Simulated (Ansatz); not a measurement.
Relaxation of AlClF2H2S (7 atoms, charge 0, multiplicity 1), to a largest force component of 0.03 eV/Å in at most 50 steps.

Method: RKS BHLYP/def2-SVP (Ansatz 0.2.0).

```xyz
7
Properties=species:S:1:pos:R:3
Al -0.043 -0.580 -0.534
F -0.170 -0.085 2.298
F 1.353 0.265 -0.727
Cl -1.813 0.177 -1.315
S 0.109 -2.634 0.333
H -1.203 -2.913 0.197
H -0.077 -1.001 2.346
```

Q: Where does it end, and by what steps?

A: The run converged. After 10 steps the energy has fallen by 0.464 eV; F2 moved furthest, 0.57 Å. Joined: Al1–F2 (2.88 → 1.98 Å).

| step | energy less start (eV) | largest force component (eV/Å) | accepted |
| --- | --- | --- | --- |
| 0 | 0.0000 | 0.674 | yes |
| 1 | -0.1275 | 0.667 | yes |
| 2 | -0.3091 | 1.031 | yes |
| 3 | -0.4465 | 0.342 | yes |
| 4 | -0.4593 | 0.169 | yes |
| 5 | -0.4614 | 0.065 | yes |
| 6 | -0.4625 | 0.040 | yes |
| 7 | -0.4631 | 0.031 | yes |
| 8 | -0.4636 | 0.038 | yes |
| 9 | -0.4634 | 0.105 | no |
| 10 | -0.4636 | 0.012 | yes |

```xyz
7
Properties=species:S:1:pos:R:3
Al -0.041 -0.512 -0.199
F -0.196 -0.105 1.728
F 1.386 0.239 -0.538
Cl -1.815 0.177 -1.053
S 0.122 -2.644 0.419
H -1.185 -2.907 0.253
H -0.115 -1.017 1.988
```

Whether the end is a true minimum wasn't checked by a vibrational analysis.

Time of the run: 28 s on 2 threads of Arm Neoverse V1 (shared host), peak memory 0.19 GiB.
